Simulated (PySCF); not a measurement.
**ZnI: frontier orbitals**

PBE0 at R = 2.528 Å; basis Zn def2-SVP, I def2-SVP with ECP28; scalar-relativistic core potentials; PySCF 2.14. State: ²Σ⁺ (doublet), unpaired electrons σ ↑. Only the outer orbitals are listed, counted within each symmetry, core potentials removing the inner ones.

```json
{"spin": "α", "orbital": "11σ", "occ.": "1", "ε (eV)": "-9.46", "on Zn (%)": "44", "main shells (%)": "54 I p, 41 Zn s"}
{"spin": "α", "orbital": "6π", "occ.": "1", "ε (eV)": "-7.26", "on Zn (%)": "3", "main shells (%)": "97 I p"}
{"spin": "α", "orbital": "6π", "occ.": "1", "ε (eV)": "-7.26", "on Zn (%)": "3", "main shells (%)": "97 I p"}
{"spin": "α", "orbital": "12σ", "occ.": "1", "ε (eV)": "-6.13", "on Zn (%)": "72", "main shells (%)": "54 Zn s, 28 I p, 17 Zn p"}
{"spin": "α", "orbital": "7π", "occ.": "0", "ε (eV)": "0.39", "on Zn (%)": "95", "main shells (%)": "95 Zn p"}
{"spin": "α", "orbital": "7π", "occ.": "0", "ε (eV)": "0.39", "on Zn (%)": "95", "main shells (%)": "95 Zn p"}
{"spin": "α", "orbital": "13σ", "occ.": "0", "ε (eV)": "1.73", "on Zn (%)": "93", "main shells (%)": "89 Zn s"}
{"spin": "β", "orbital": "11σ", "occ.": "1", "ε (eV)": "-8.87", "on Zn (%)": "39", "main shells (%)": "59 I p, 33 Zn s"}
{"spin": "β", "orbital": "6π", "occ.": "1", "ε (eV)": "-7.17", "on Zn (%)": "3", "main shells (%)": "97 I p"}
{"spin": "β", "orbital": "6π", "occ.": "1", "ε (eV)": "-7.17", "on Zn (%)": "3", "main shells (%)": "97 I p"}
{"spin": "β", "orbital": "12σ", "occ.": "0", "ε (eV)": "-3.41", "on Zn (%)": "77", "main shells (%)": "68 Zn s, 23 I p, 9 Zn p"}
{"spin": "β", "orbital": "7π", "occ.": "0", "ε (eV)": "1.17", "on Zn (%)": "94", "main shells (%)": "94 Zn p"}
{"spin": "β", "orbital": "7π", "occ.": "0", "ε (eV)": "1.17", "on Zn (%)": "94", "main shells (%)": "94 Zn p"}
```

Which are the highest filled and the lowest empty level, where do they sit, and how wide is the gap?

Highest filled α 12σ at -6.13 eV (in %: 54 Zn s, 28 I p, 17 Zn p); lowest empty β 12σ at -3.41 eV (in %: 68 Zn s, 23 I p, 9 Zn p); the gap at PBE0 is 2.72 eV.

The bond order (Mayer) is 0.93 and the ⟨S²⟩ is 0.753. The charge on Zn (Mulliken, basis-dependent) is 0.33, the charge on Zn (Löwdin, basis-dependent) is 0.30 and the dipole moment (positive dipole means Zn(−)I(+)) is -3.19 D. The polarisability along the bond is 73.5 bohr³ and the polarisability across the bond is 34.0 bohr³.

Spin–orbit coupling is left out. The state was picked by a PBE0 search and need not be the measured ground state.
